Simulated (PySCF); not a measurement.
HBN, doublet, at the geometry optimised at the base level; PySCF with HF/cc-pVDZ, frequencies.

Here is a job for PySCF.
```python
from pyscf import gto, scf
from pyscf.hessian import thermo

mol = gto.Mole()
mol.atom = '''
    B     0.000000    0.000000    0.832823
    N    -0.000000   -0.000000   -0.397210
    H    -0.000000   -0.000000   -1.383644
'''
mol.basis = 'cc-pvdz'
mol.charge = 0
mol.spin = 1
mol.verbose = 3
mol.build()

mf = scf.UHF(mol)
mf.kernel()
hess = mf.Hessian().kernel()
freq = thermo.harmonic_analysis(mf.mol, hess)
print('frequencies / cm-1', freq['freq_wavenumber'].round(1))
th = thermo.thermo(mf, freq['freq_au'], 298.15, 101325)
thermo.dump_thermo(mf.mol, th)
```

Task: What does PySCF print? Leave out banner, timings and long lists.

Result: 
```
converged SCF energy = -79.6566082889015  <S^2> = 0.84265592  2S+1 = 2.0906037
frequencies / cm-1 [ 537.7  537.7 1980.9 4070.3]
temperature 298.1500 [K]
pressure 101325.00 [Pa]
Rotational constants [GHz] inf 44.03919 44.03919
Symmetry number 1
Zero-point energy (ZPE) 0.01624 [Eh]   42627.201 [J/mol]
                           tot       elec      trans        rot        vib
Entropy [J/mol/K]       209.301      5.763    149.296     49.465      4.777
Cv [J/mol/K]             30.602      0.000     12.472      8.314      9.816
Cp [J/mol/K]             38.916      0.000     20.786      8.314      9.816
Internal energy [J/mol]                      3718.434   2478.956  43666.769
Internal energy [Eh]   -79.63762  -79.65661
Enthalpy [J/mol]                             6197.391   2478.956  43666.769
Enthalpy [Eh]          -79.63667
Gibbs free energy [J/mol]                  -38315.082 -12268.921  42242.371
Gibbs free energy [Eh] -79.66044
```
